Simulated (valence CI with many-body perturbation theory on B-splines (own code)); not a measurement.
## Forbidden lines of Eu22+

Calculated by valence CI with perturbative core correlation (CI+MBPT): five valence electrons over a frozen Dirac-Fock core [Kr], a basis of 7 s, 7 p, 8 d, 6 f, 4 g, 1 h functions for each j, with the one-electron correlation potential Σ1 (screened to all orders), the two-electron term Σ2, the three-electron term Σ3, Breit, model QED; selected single and double excitations, second order for the rest, scaled by the run's own slope (own B-spline code, finite nucleus).

No measured levels were compared; by estimate terms of the open shell hold to 2 to 4 % of their energy, and close levels can change places. Among the levels kept, up to 450 cm⁻¹ of a level comes from second order outside the variational space, and about a tenth of that is noise between levels of different J, which matters for small intervals. The list stops below the first excitations out of the core.

Lines 1 to 50 of 120 in falling wavelength, among levels below 729240 cm⁻¹, chosen from the decays that carry over 1 % of a level's rate. Wavelengths and rates use the calculated energies, so an error of 2000 cm⁻¹ moves a line at 661.6 nm by 13 % and its rate by three times that or more. Electric multipoles are in the length gauge, E1 and E2 with the static RPA response of the core. Weak lines are less certain than strong ones. Lines between different terms over intervals too small for the method are left out, as are lines whose strength nearly cancels. Branching is blank where the lifetime is uncertain.

Levels are named by their leading jj configuration (3d3/2^4 stands for four electrons in 3d with j = 3/2), which in mixed levels can hold well under half, so a name can repeat and another be missing. Letters in brackets count levels of one name in rising energy.

| λ vac (nm) | Upper | Lower | Type | A (s⁻¹) | Branch % |
| --- | --- | --- | --- | --- | --- |
| 2023 | (4d3/2^3 4d5/2^2) J=11/2 | (4d3/2^3 4d5/2^2) J=7/2 [a] | E2 | 1.03e-07 |  |
| 1613 | (4d3/2^3 4d5/2^2) J=9/2 | (4d3/2^3 4d5/2^2) J=11/2 | M1 | 3.89e+00 | 13.1 |
| 897.5 | (4d3/2^3 4d5/2^2) J=9/2 | (4d3/2^3 4d5/2^2) J=7/2 [a] | M1 | 2.56e+01 | 86.3 |
| 825.6 | (4d3/2^2 4d5/2^3) J=13/2 | (4d3/2^2 4d5/2^3) J=11/2 | M1 | 1.32e+01 | 3.7 |
| 661.6 | (4d3/2^3 4d5/2^2) J=1/2 | (4d3/2^3 4d5/2^2) J=3/2 [a] | M1 | 1.33e+02 | 99.7 |
| 596.5 | (4d3/2^3 4d5/2^2) J=7/2 [b] | (4d3/2^3 4d5/2^2) J=5/2 [b] | M1 | 6.23e+01 | 15.2 |
| 586.0 | (4d3/2^2 4d5/2^3) J=7/2 [b] | (4d3/2^2 4d5/2^3) J=5/2 [b] | M1 | 2.41e+01 | 2.0 |
| 409.2 | (4d3/2^2 4d5/2^3) J=3/2 [a] | (4d3/2^2 4d5/2^3) J=5/2 [a] | M1 | 1.89e+02 | 2.7 |
| 407.9 | (4d3/2^2 4d5/2^3) J=5/2 [c] | (4d3/2^2 4d5/2^3) J=3/2 [a] | M1 | 5.54e+01 | 1.2 |
| 404.5 | (4d3/2^2 4d5/2^3) J=9/2 [b] | (4d3/2^2 4d5/2^3) J=9/2 [a] | M1 | 7.69e+01 | 1.5 |
| 401.2 | (4d3/2^3 4d5/2^2) J=7/2 [a] | (4d3/2^3 4d5/2^2) J=5/2 [a] | M1 | 2.63e+02 | 28.6 |
| 390.4 | (4d3/2^2 4d5/2^3) J=9/2 [a] | (4d3/2^3 4d5/2^2) J=7/2 [b] | M1 | 1.68e+02 | 10.7 |
| 364.3 | (4d3/2^3 4d5/2^2) J=3/2 [a] | (4d3/2^3 4d5/2^2) J=5/2 [a] | M1 | 1.23e+02 | 3.4 |
| 353.7 | (4d3/2^2 4d5/2^3) J=7/2 [b] | (4d3/2^2 4d5/2^3) J=9/2 [a] | M1 | 3.29e+01 | 2.8 |
| 341.9 | (4d3/2^3 4d5/2^2) J=7/2 [b] | (4d3/2^3 4d5/2^2) J=7/2 [a] | M1 | 1.52e+02 | 37.0 |
| 320.1 | (4d3/2^2 4d5/2^3) J=9/2 [c] | (4d3/2^2 4d5/2^3) J=7/2 [b] | M1 | 7.78e+01 | 3.4 |
| 310.6 | (4d3/2^2 4d5/2^3) J=3/2 [b] | (4d3/2^2 4d5/2^3) J=3/2 [a] | M1 | 1.80e+02 | 9.2 |
| 306.4 | (4d3/2^3 4d5/2^2) J=3/2 [b] | (4d3/2^3 4d5/2^2) J=1/2 | M1 | 5.49e+01 | 5.1 |
| 304.3 | (4d3/2 4d5/2^4) J=7/2 [a] | (4d3/2^2 4d5/2^3) J=5/2 [c] | M1 | 2.28e+02 | 3.0 |
| 296.8 | (4d3/2^2 4d5/2^3) J=7/2 [a] | (4d3/2^3 4d5/2^2) J=5/2 [b] | M1 | 3.37e+02 | 16.7 |
| 287.4 | (4d3/2^2 4d5/2^3) J=9/2 [c] | (4d3/2^2 4d5/2^3) J=9/2 [b] | M1 | 5.04e+02 | 21.7 |
| 285.4 | (4d3/2^2 4d5/2^3) J=7/2 [a] | (4d3/2^3 4d5/2^2) J=9/2 | M1 | 5.98e+02 | 29.6 |
| 283.4 | (4d3/2^2 4d5/2^3) J=5/2 [c] | (4d3/2^3 4d5/2^2) J=3/2 [b] | M1 | 4.62e+02 | 9.6 |
| 273.1 | (4d3/2^2 4d5/2^3) J=5/2 [a] | (4d3/2^3 4d5/2^2) J=7/2 [a] | M1 | 5.29e+02 | 10.9 |
| 271.5 | (4d3/2^2 4d5/2^3) J=5/2 [b] | (4d3/2^3 4d5/2^2) J=7/2 [b] | M1 | 2.64e+02 | 7.2 |
| 270.5 | (4d3/2^2 4d5/2^3) J=7/2 [b] | (4d3/2^2 4d5/2^3) J=7/2 [a] | M1 | 2.25e+02 | 18.9 |
| 267.3 | (4d3/2^3 4d5/2^2) J=5/2 [b] | (4d3/2^3 4d5/2^2) J=5/2 [a] | M1 | 1.38e+03 | 90.2 |
| 265.9 | (4d3/2^2 4d5/2^3) J=1/2 [a] | (4d3/2^3 4d5/2^2) J=1/2 | M1 | 1.34e+03 | 46.1 |
| 264.6 | (4d3/2^3 4d5/2^2) J=3/2 [b] | (4d3/2^3 4d5/2^2) J=5/2 [b] | M1 | 1.51e+02 | 13.9 |
| 261.7 | (4d3/2^2 4d5/2^3) J=11/2 | (4d3/2^3 4d5/2^2) J=9/2 | M1 | 2.58e+02 | 15.4 |
| 257.4 | (4d3/2 4d5/2^4) J=7/2 [a] | (4d3/2^2 4d5/2^3) J=9/2 [b] | M1 | 3.32e+02 | 4.4 |
| 253.9 | (4d3/2^2 4d5/2^3) J=5/2 [c] | (4d3/2^2 4d5/2^3) J=7/2 [a] | M1 | 2.95e+02 | 6.1 |
| 253.2 | (4d3/2^2 4d5/2^3) J=1/2 [b] | (4d3/2^2 4d5/2^3) J=3/2 [a] | M1 | 3.34e+02 | 7.0 |
| 252.8 | (4d3/2^3 4d5/2^2) J=5/2 [a] | (4d3/2^4 4d5/2) J=5/2 | M1 | 1.70e+03 | 100.0 |
| 248.5 | (4d3/2 4d5/2^4) J=5/2 [a] | (4d3/2^2 4d5/2^3) J=3/2 [a] | M1 | 5.47e+02 | 4.9 |
| 230.3 | (4d3/2^2 4d5/2^3) J=3/2 [a] | (4d3/2^3 4d5/2^2) J=1/2 | M1 | 1.67e+02 | 2.4 |
| 227.3 | (4d3/2 4d5/2^4) J=3/2 [a] | (4d3/2^2 4d5/2^3) J=5/2 [c] | M1 | 2.41e+02 | 2.4 |
| 225.2 | (4d3/2^2 4d5/2^3) J=11/2 | (4d3/2^3 4d5/2^2) J=11/2 | M1 | 1.42e+03 | 84.6 |
| 221.4 | (4d3/2 4d5/2^4) J=11/2 | (4d3/2^2 4d5/2^3) J=9/2 [b] | M1 | 3.74e+02 |  |
| 216.6 | (4d3/2^2 4d5/2^3) J=7/2 [a] | (4d3/2^3 4d5/2^2) J=7/2 [a] | M1 | 6.46e+02 | 32.0 |
| 209.4 | (4d3/2^3 4d5/2^2) J=3/2 [b] | (4d3/2^3 4d5/2^2) J=3/2 [a] | M1 | 1.63e+02 | 15.1 |
| 205.9 | (4d3/2^2 4d5/2^3) J=3/2 [a] | (4d3/2^3 4d5/2^2) J=5/2 [b] | M1 | 3.97e+02 | 5.8 |
| 204.3 | (4d3/2^2 4d5/2^3) J=5/2 [c] | (4d3/2^2 4d5/2^3) J=5/2 [a] | M1 | 2.94e+02 | 6.1 |
| 200.3 | (4d3/2^2 4d5/2^3) J=9/2 [a] | (4d3/2^3 4d5/2^2) J=11/2 | M1 | 5.86e+02 | 37.2 |
| 198.7 | (4d3/2^2 4d5/2^3) J=9/2 [b] | (4d3/2^3 4d5/2^2) J=7/2 [b] | M1 | 3.48e+02 | 6.9 |
| 191.0 | (4d3/2 4d5/2^4) J=7/2 [a] | (4d3/2^2 4d5/2^3) J=5/2 [b] | M1 | 1.16e+03 | 15.4 |
| 189.7 | (4d3/2^2 4d5/2^3) J=1/2 [a] | (4d3/2^3 4d5/2^2) J=3/2 [a] | M1 | 1.57e+03 | 53.8 |
| 186.6 | (4d3/2^2 4d5/2^3) J=5/2 [b] | (4d3/2^3 4d5/2^2) J=5/2 [b] | M1 | 2.07e+03 | 56.9 |
| 185.6 | (4d3/2^2 4d5/2^3) J=7/2 [b] | (4d3/2^3 4d5/2^2) J=7/2 [b] | M1 | 1.93e+02 | 16.2 |
| 182.3 | (4d3/2^2 4d5/2^3) J=9/2 [a] | (4d3/2^3 4d5/2^2) J=7/2 [a] | M1 | 8.09e+02 | 51.4 |
